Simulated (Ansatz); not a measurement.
The same molecule with X = F, Cl, Br. Ansatz, PBE0-D4/def2-TZVP geometries, multiplicity 1. Each molecule was computed in one conformer, which needn't be the lowest.

Scalar relativity is left out up to krypton.

```csv
X,molecule,mean X–Si bond length / Å,LUMO energy (B3LYP/def2-TZVPP) / eV,HOMO energy (ωB97M-V/def2-TZVPP) / eV,HOMO energy (PBE/def2-TZVPP) / eV
F,`CC[Si](N)(O)F`,1.602,0.32,-9.99,-6.16
Br,`CC[Si](N)(O)Br`,2.239,0.21,-10.02,-6.24
```

Question: Give the row for X = Cl, `CC[Si](N)(O)Cl`. (Estimate.)

Answer: The calculation gave: 
```csv
X,molecule,mean X–Si bond length / Å,LUMO energy (B3LYP/def2-TZVPP) / eV,HOMO energy (ωB97M-V/def2-TZVPP) / eV,HOMO energy (PBE/def2-TZVPP) / eV
Cl,`CC[Si](N)(O)Cl`,2.090,0.36,-10.12,-6.30
```

From F to Br the mean X–Si bond length rises at each step, by 0.637 Å in all; the LUMO energy (B3LYP/def2-TZVPP) isn't monotonic: highest at Cl, lowest at Br; the HOMO energy (ωB97M-V/def2-TZVPP) isn't monotonic: highest at F, lowest at Cl; the HOMO energy (PBE/def2-TZVPP) isn't monotonic: highest at F, lowest at Cl. Bonds lengthen as the atom grows down the group.

B3LYP here is the variant with VWN-RPA as its local correlation; programs differ in this.

Spin–orbit coupling is left out; it splits and shifts lone-pair levels of the heavy atoms by tenths of an eV.
